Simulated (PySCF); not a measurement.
# Excitation energy of Ti by level of theory

Ti [Ar] 3d2 4s2 (3F) → Ti [Ar] 3d3 4s1 (5F), as a difference of total energies. Computed with PySCF 2.14 in def2-TZVPPD, with no relativity, point nucleus. Correlated levels: valence: [Ar] frozen. The calculations carry no spin-orbit coupling.

```json
{"method": "UHF", "excitation energy (eV)": "0.585"}
{"method": "MP2 (valence)", "excitation energy (eV)": "0.814"}
{"method": "SCS-MP2 (valence)", "excitation energy (eV)": "1.350"}
{"method": "CCSD (valence)", "excitation energy (eV)": "0.939"}
{"method": "CCSD(T) (valence)", "excitation energy (eV)": "0.962"}
```

Problem. How much does correlation contribute at CCSD(T) (valence)?

Solution. 0.962 − (0.585) = 0.377 eV, measured against UHF.

These non-relativistic numbers lack the scalar-relativistic shift.

Errors of the correlated levels include the incompleteness of this basis and the frozen core.

For comparison: 0.806 eV (measured; NIST levels, between the centres of gravity of the two terms).
